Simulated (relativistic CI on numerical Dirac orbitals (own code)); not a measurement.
**Hyperfine structure of Sb⁴⁵⁺, mass number 123**

Computed by Dirac-Coulomb-Breit CI, separate exchange-only KLI orbitals for each configuration, QED by a radiative potential, unscaled Slater integrals (own radial code, finite nucleus).

Configuration list (outside the closed core 1s2): 2s2 2p2, 2s 2p3, 2p4, 2p3 3s, 2p3 3p, 2p3 3d, 2s2 2p 3s, 2s2 2p 3p, 2s2 2p 3d, 2s 2p2 3s, 2s 2p2 3p, 2s 2p2 3d, 2s2 2p 4s, 2s2 2p 4p, 2s2 2p 4d, 2s2 2p 4f. Levels of other configurations are missing.

Nuclear spin I = 7/2, μ = 2.5457 μN, Q = -0.692 b (tables of Stone and Pyykkö). The electronic factors are computed for point nuclear moments, without core polarisation or the Bohr-Weisskopf and QED corrections.

| Level | E (eV) | A (GHz) | B (GHz) |
| --- | --- | --- | --- |
| 2s2 2p2 3P_1 | 255.827 | -62.18 | -168 |
| 2s2 2p2 1D_2 | 270.988 | 432.8 | -281 |
| 2s2 2p2 3P_2 | 538.218 | 192.5 | -52.9 |
| 2s 2p3 3D°_3 | 702.116 | 944 | 1.01 |
| 2s 2p3 1D°_2 | 760.721 | -11.77 | 98.2 |
| 2p4 3P_2 | 946.401 | 179.9 | -47.5 |

Levels with J = 0, under 50 % of one LS term, or S terms without an open s electron are left out. Small factors come from cancelling terms and can be off by tens of per cent or more.

At this charge energies of transitions that change n are usually good to better than 1 %, and those within a shell (Δn = 0) to a few per cent.

Question: Give the hyperfine levels of 2s2 2p2 1D_2 relative to its centre of gravity.

Answer: With K = F(F + 1) − I(I + 1) − J(J + 1), E = AK/2 + B[¾K(K + 1) − I(I + 1)J(J + 1)]/[2I(2I − 1)J(2J − 1)]: F = 3/2: -4046, F = 5/2: -2838, F = 7/2: -1218, F = 9/2: 744.5, F = 11/2: 2959 GHz.

LS names give the leading component of a level, which can be under half, so a name can repeat, a term be missing and a line seem to break the LS rules.
